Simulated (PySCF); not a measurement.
## From computed data to an observable: oscillator strength and radiative lifetime

1,1-difluoro-2-methylprop-1-ene (C4H6F2), SMILES CC(C)=C(F)F.

Coordinates come from a PBE0-D3(BJ)/def2-SVP optimisation.

TDA-PBE/def2-SVPD (PySCF) puts the first singlet state with f over 0.02 at 7.41 eV (vertical), with the transition dipole (0.000, 0.000, 1.341) in atomic units.

Task: Find the oscillator strength, the wavelength and the radiative lifetime that this transition would have in vacuum if emission retraced absorption.

Result: 
|μ|² = 1.7983 au, so |μ| = 3.41 D. ΔE = 7.41/27.211 = 0.2723 hartree. f = (2/3) ΔE |μ|² = 0.326 (the program prints 0.326).
λ = 1239.84/7.41 = 167 nm; ν = 59766 cm⁻¹.
Einstein's coefficient A = 0.6670 ν² f s⁻¹ (ν in cm⁻¹) = 7.8e8 s⁻¹, so τ = 1/A = 1.3 ns. This state is S4; the lower singlets have f = 0.001, 0.000, 0.017. The figure is the radiative limit of this one transition; relaxation, internal conversion, crossing to triplets and a medium change what is measured.
